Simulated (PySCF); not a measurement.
C2H6ClNSi2, SMILES C([Si@@H](Cl)[SiH3])C#N.

The structure is a stationary point at r2SCAN-D4/def2-SVP. The structure was generated by enumeration; whether it is a known compound was not checked. The values are those of a single conformer.

Level of theory: r2SCAN-D4/def2-SVP in PySCF 2.14.0.

Frequencies are harmonic and unscaled.

Computed vibrational spectrum:
| mode | ν (cm⁻¹) | IR (km/mol) | moving atoms (share of kinetic energy) |
|---|---|---|---|
| 1 | 44 | 7.0 | N 38 %, Si 25 %, H 18 %, C 14 % |
| 2 | 81 | 7.0 | N 36 %, Si 22 %, C 19 %, Cl 12 %, H 11 % |
| 3 | 100 | 1.7 | H 87 % |
| 4 | 119 | 5.6 | Si 38 %, Cl 37 %, H 19 % |
| 5 | 159 | 4.8 | Si 40 %, H 27 %, C 25 % |
| 6 | 196 | 1.8 | Cl 30 %, C 23 %, N 22 %, Si 17 % |
| 7 | 380 | 0.5 | C 51 %, H 27 %, N 17 % |
| 8 | 397 | 6.1 | Si 52 %, H 19 %, C 16 %, Cl 10 % |
| 9 | 465 | 7.0 | C 51 %, H 20 %, Si 19 %, N 9 % |
| 10 | 484 | 12.2 | H 77 %, Si 14 % |
| 11 | 506 | 30.2 | H 60 %, Si 29 %, Cl 8 % |
| 12 | 564 | 51.9 | Si 50 %, Cl 27 %, H 17 % |
| 13 | 669 | 13.6 | H 78 %, C 14 %, Si 8 % |
| 14 | 704 | 28.3 | C 50 %, Si 27 %, H 22 % |
| 15 | 771 | 186.7 | H 86 %, Si 9 % |
| 16 | 829 | 173.6 | H 79 %, C 15 % |
| 17 | 870 | 20.8 | H 81 %, Si 11 %, C 8 % |
| 18 | 926 | 38.3 | H 97 % |
| 19 | 928 | 37.5 | H 97 % |
| 20 | 970 | 2.1 | C 49 %, H 27 %, N 24 % |
| 21 | 1138 | 3.6 | H 86 %, C 14 % |
| 22 | 1153 | 32.8 | H 58 %, C 40 % |
| 23 | 1398 | 11.9 | H 90 %, C 10 % |
| 24 | 2219 | 45.9 | H 99 % |
| 25 | 2231 | 18.0 | H 96 % |
| 26 | 2239 | 110.4 | H 96 % |
| 27 | 2241 | 67.8 | H 96 % |
| 28 | 2344 | 28.0 | C 62 %, N 38 % |
| 29 | 3051 | 1.8 | H 95 % |
| 30 | 3117 | 2.6 | H 90 %, C 10 % |
